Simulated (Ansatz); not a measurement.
`O[SiH2][NH][AlH2]` + HCl → `[AlH2][NH][SiH2]Cl` + H₂O  (ligand exchange at the Si–O bond)

Isolated molecules relaxed with PBE0-D4/def2-TZVP in Ansatz; ΔE leaves out vibrations. CCSD(T)/CBS adds triple-zeta CCSD(T) − MP2 to the extrapolated MP2 energy (def2 sets, frozen cores). This one scheme is used for every species. Functionals use def2-TZVPP. B3LYP here is the variant with VWN-RPA as its local correlation; programs differ in this. Each species was taken in one conformer, which may not be the lowest.

`O[SiH2][NH][AlH2]`:

```xyz
10

O    -1.301    1.456   -1.054
Si   -0.790   -0.085   -0.762
N    -0.024   -0.154    0.766
Al    1.708   -0.366    1.140
H    -2.037    1.565   -1.657
H     0.221   -0.517   -1.761
H    -1.981   -0.980   -0.833
H    -0.640    0.000    1.555
H     2.715   -0.567   -0.061
H     2.130   -0.352    2.666
```

HCl:

Cartesian coordinates in Å:
```
Cl 0.362 0.130 0.511
H -0.362 -0.130 -0.511
```

`[AlH2][NH][SiH2]Cl`:

Cartesian coordinates in Å:
```
Al 0.959 0.366 1.489
N -0.038 -0.563 0.329
Si -0.789 -0.017 -1.105
Cl 0.231 -0.611 -2.801
H 1.146 1.910 1.214
H 1.566 -0.422 2.718
H -0.132 -1.555 0.506
H -2.154 -0.570 -1.259
H -0.789 1.462 -1.092
```

H₂O:

Z-matrix (Å, degrees):
```
O
H 1 0.960
H 1 0.960 2 105.1
```

(1) Is it downhill or uphill in electronic energy at CCSD(T)/CBS, and by how much? (Estimate.)

(2) What do these levels give: revPBE-D4, B3LYP-D4, B2PLYP, r2SCAN, HF/def2-SVP, SCS-MP2/def2-QZVPP? (An estimate is asked.)

Largest T1 diagnostic among the species: 0.012.

Answers

(1) Computed: Downhill: ΔE = -0.08 eV.

(2) Computed: revPBE-D4 -0.14, B3LYP-D4 -0.05, B2PLYP -0.03, r2SCAN -0.06, HF/def2-SVP -0.08, SCS-MP2/def2-QZVPP -0.06 eV.

Leaving LDA and LC-ωPBE aside and taking each functional with its dispersion term where it has one, the values, not all of them listed here, spread over 0.13 eV, from revPBE-D4 to CAM-B3LYP-D4. LDA lies +0.06 eV from PBE without D4. At CCSD(T), def2-SVP lies +0.04 eV from the extrapolated value and def2-TZVPP +0.06 eV.
